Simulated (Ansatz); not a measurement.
AlBrFH2ISi. Charge 0, multiplicity 1. I: def2 effective core potential. The bonds changed during the relaxation, so this is another structure than the one it started from. The structure was optimised at the PBE0-D4/def2-TZVP level.

```xyz
7

F    -1.196   -1.444    1.488
Si   -0.761   -0.109    0.735
Al    1.346    0.190   -0.421
Br   -0.788   -0.742   -1.591
I    -2.581    1.465    1.053
H     2.373   -0.999   -0.282
H     1.606    1.640   -0.982
```

Q: What is the dipole moment at ωB97M-V/def2-TZVPP? (Estimate.)

A: Computed: 0.86 D, with components (0.52, 0.66, 0.19) D in this frame, pointing from negative to positive charge.

Q: And with PBE, r2SCAN, B3LYP? (Estimate.)

A: The calculation gave: PBE 0.64 D, r2SCAN 0.65 D, B3LYP 0.82 D.

Q: Give the Mulliken charges with ωB97M-V, B3LYP, r2SCAN in def2-TZVPP. (Best estimate.)

A: Computed: 
| atom | ωB97M-V | B3LYP | r2SCAN |
| --- | --- | --- | --- |
| F1 | -0.25 | -0.27 | -0.27 |
| Si2 | 0.37 | 0.44 | 0.41 |
| Al3 | 0.33 | 0.38 | 0.46 |
| Br4 | -0.16 | -0.19 | -0.17 |
| I5 | -0.08 | -0.10 | -0.10 |
| H6 | -0.10 | -0.13 | -0.16 |
| H7 | -0.10 | -0.13 | -0.16 |

B3LYP here is the variant with VWN-RPA as its local correlation; programs differ in this.
